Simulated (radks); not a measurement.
The numbers below are computed, except where a source is named.
Problem. I17+, configuration [Ar] 3d10 4s2 4p5 7s1 (not the ground configuration). Level of theory: scalar-relativistic Kohn-Sham, r2SCAN, spin-polarised, spherical densities, finite nucleus; open shells are filled with parallel spins first (spin-orbit coupling, left out, can overturn this in heavy ions); meta-GGA in the generalised Kohn-Sham scheme; Fermi nuclear charge, rms radius 4.75 fm (a radial shooting solver on a logarithmic mesh with Libxc functionals). Some entries of the table are withheld. Estimate them.

orbital  occ.  eigenvalue (hartree)  <1/r> (bohr^-1)  <r^2> (bohr^2)
1s up       1             -1231.421            56.83        0.001005
1s down     1             -1231.393            56.83        0.001005
2s up       1             -205.3086            13.05         0.01616
2s down     1             -205.3021            13.05         0.01616
2p up       3             -185.9580            12.46         0.01280
2p down     3             -185.9391            12.46         0.01280
3s up       1             -54.57083            4.720          0.1106
3s down     1             -54.55262            4.719          0.1106
3p up       3                   (1)            4.486             (2)
3p down     3                   (3)            4.486             (4)
3d up       5             -38.87904            4.248         0.09538
3d down     5             -38.85388            4.249         0.09529
4s up       1             -21.25757            2.077          0.5173
4s down     1             -21.13865            2.075          0.5181
4p up       3             -19.04114            1.963             (5)
4p down     2             -18.92476            1.961             (6)
7s up       1              -4.63627           0.4951           9.168

Solution. 
(1) 3p up eigenvalue (hartree): -48.24722
(2) 3p up <r^2> (bohr^2): 0.1105
(3) 3p down eigenvalue (hartree): -48.22354
(4) 3p down <r^2> (bohr^2): 0.1104
(5) 4p up <r^2> (bohr^2): 0.5580
(6) 4p down <r^2> (bohr^2): 0.5589
